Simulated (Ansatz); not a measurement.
Cartesian coordinates in Å:
```
N -0.216 -1.872 0.386
Nb -0.019 -0.168 0.035
N -1.779 0.731 0.278
N 0.605 0.018 -1.847
N 1.328 0.582 1.295
H -0.329 -2.853 0.588
H -1.880 1.703 0.537
H -2.667 0.264 0.376
H 0.415 0.827 -2.422
H 0.952 -0.731 -2.426
H 1.676 0.122 2.121
H 1.914 1.376 1.078
```

Charge 0, multiplicity 1. Nb takes the def2 core potential.

Task: List the PBE0/def2-TZVPP orbital energies in eV (Ansatz). (An estimate is asked.)

Result: Computed: Occupied: -390.43, -390.43, -390.43, -390.21, -64.80, -39.44, -38.99, -38.99, -22.78, -22.60, -22.60, -20.77, -13.20, -13.14, -13.14, -11.57, -10.68, -10.62, -10.62, -7.96, -7.96, -7.19, -7.19, -6.69. Lowest empty: 0.00, 0.00, 0.06, 0.40, 0.86, 0.86, 0.96, 1.71.
